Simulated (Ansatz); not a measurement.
Several settings on one geometry of Be(NH2)2 (BeN2H4) (that of the charge 0 singlet, r2SCAN-D4/def2-TZVP). Ansatz on 4 threads of Arm Neoverse V1 on a shared host; times are rough.

```
atom   x (Å)   y (Å)   z (Å)
 Be1   0.001   0.000   0.000
  N2   0.001  -0.014   1.511
  H3   0.074   0.800   2.100
  H4  -0.073  -0.838   2.086
  N5  -0.001   0.013  -1.511
  H6   0.818  -0.054  -2.094
  H7  -0.820   0.091  -2.091
```

Totals from different functionals, basis sets or treatments of relativity can't be compared as stabilities.

HSE06 is defined as in plane-wave codes, on full-range PBE exchange.

(1) Give the basis size and estimate the energy, ⟨S²⟩ and time of these runs.

```
run                   method  charge    state                                                                        further keys
  1  RKS r2SCAN0/def2-mTZVPP       0  singlet                                                    scf: {lower_state_search: light}
  2   RKS HSE06-D3(BJ)/6-31G       0  singlet  nuclear_model: gaussian; scf: {omitted_lower_state_checks: [starts]}; forces asked
  3   RKS ωB97M-V/def2-mTZVP       0  singlet                                                                      accuracy: high
```

## Answers

(1) 
| run | functions | energy (Eh) | ⟨S²⟩ | wall time |
| --- | --- | --- | --- | --- |
| 1 | 79 | -126.6878 | – | 0.85 s |
| 2 | 35 | -126.5375 | – | 0.4 s |
| 3 | 61 | -126.7079 | – | 9 s |
